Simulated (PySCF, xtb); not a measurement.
C₃H₉ClSi, SMILES C([C@@H](Cl)C)[SiH3].

GFN2-xTB (xtb) at its own geometry gives an orbital gap of 5.64 eV and a dipole moment of 2.34 D.

Geometry: B3LYP-D3(BJ)/def2-SVP. The structure was generated by enumeration; whether it is a known compound was not checked. The values are those of a single conformer.

Question: What does PBE/def2-TZVP run with PySCF give? (The exact figures need the calculation; the answer reports its results.)

Answer: gap 6.16 eV (levels -6.85 and -0.69 eV), dipole 1.51 D.
